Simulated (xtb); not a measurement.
SiBr2, SMILES Br[Si]Br (connectivity only; charge and spin as stated), neutral, multiplicity 1. All values are semi-empirical tight-binding results from xtb (GFN2-xTB unless named), good for trends rather than for accurate numbers. Geometry optimised at GFN2-xTB. The isomer is the one that the SMILES or the coordinates give; other isomers of the formula were not compared.

* **point group as xtb finds it**: C2v
* **orbital gap**: 2.45 eV
* **zero-point energy**: 1.2 kcal/mol
* **G − E(el) at 298.15 K (modified RRHO)**: -17.5 kcal/mol
* **static polarisability (D4 model)**: 73.3 bohr³
* **solvation energy, GFN2-xTB/ALPB(water)**: 0.4 kcal/mol
* **solvation energy, GFN2-xTB/ALPB(thf)**: -3.0 kcal/mol
